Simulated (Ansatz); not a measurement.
Born–Oppenheimer molecular dynamics of F2H2O2Ti (7 atoms, charge 0, multiplicity 1). It starts from a relaxed structure.

All numbers below come from RKS PBE0-D4/def2-mTZVP (Ansatz 0.2.0).

```json
{
  "ensemble": "NVE (velocity Verlet)",
  "time step": "0.5 fs",
  "steps asked": "150",
  "starting velocities drawn for": "1500 K",
  "seed": "446355"
}
```

First frame:

```xyz
7
Properties=species:S:1:pos:R:3
Ti -0.070 -0.103 -0.005
O -0.172 -0.354 1.764
H -0.634 0.189 2.411
F 1.623 0.103 -0.466
O -0.995 1.359 -0.452
H -1.806 1.440 -0.964
F -0.757 -1.504 -0.830
```

How far do the bonds stretch over the last three quarters of this one trajectory? (Pairs bonded in most of those frames.)


| bond | mean (Å) | spread (Å) | shortest | longest |
| --- | --- | --- | --- | --- |
| Ti1–O2 | 1.808 | 0.028 | 1.77 | 1.85 |
| Ti1–F4 | 1.765 | 0.023 | 1.73 | 1.80 |
| Ti1–O5 | 1.794 | 0.035 | 1.74 | 1.85 |
| Ti1–F7 | 1.792 | 0.038 | 1.73 | 1.84 |
| O2–H3 | 0.964 | 0.008 | 0.95 | 0.98 |
| O5–H6 | 0.967 | 0.020 | 0.94 | 1.00 |

Pairs bonded in part of these frames only: Ti1–H6 11 %.

Mean temperature of the second half: 781 K. The conserved energy stayed within 0.15 meV per atom of its start (net change 0.13 meV per atom), so the integration is sound. Over the second half the temperature averaged 0.52 of the 1500 K drawn at the start: a run that starts near a minimum puts about half its kinetic energy into the potential. A run of 0.075 ps of so small a system gives no equilibrium averages.

Time of the run: 6.8 min on 2 threads of Arm Neoverse V2, on a shared host, peak memory 0.29 GiB.
